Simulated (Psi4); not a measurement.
Psi4 input (wB97X-D/6-311+G**):

```
memory 1500 MB

molecule {
1 2
Al   -0.01661298   -0.05401207   -0.05441973
H     0.61015758    0.25512337    1.46491578
H    -0.05068770    1.56382298    0.36775930
H    -0.34350110   -1.11678946   -1.12521856
symmetry c1
no_reorient
no_com
}

set {
  basis 6-311+G**
  reference uks
  scf_type pk
  dft_radial_points 99
  dft_spherical_points 590
  e_convergence 1e-8
  d_convergence 1e-7
  maxiter 150
}

e = energy('wb97x-d')
print_out(f'\nFINAL {e:.10f} DIPOLE {variable("CURRENT DIPOLE")[0]:.6f} {variable("CURRENT DIPOLE")[1]:.6f} {variable("CURRENT DIPOLE")[2]:.6f}\n')
```

Problem. What final total energy does it give?

Solution. -243.81003 Eh.
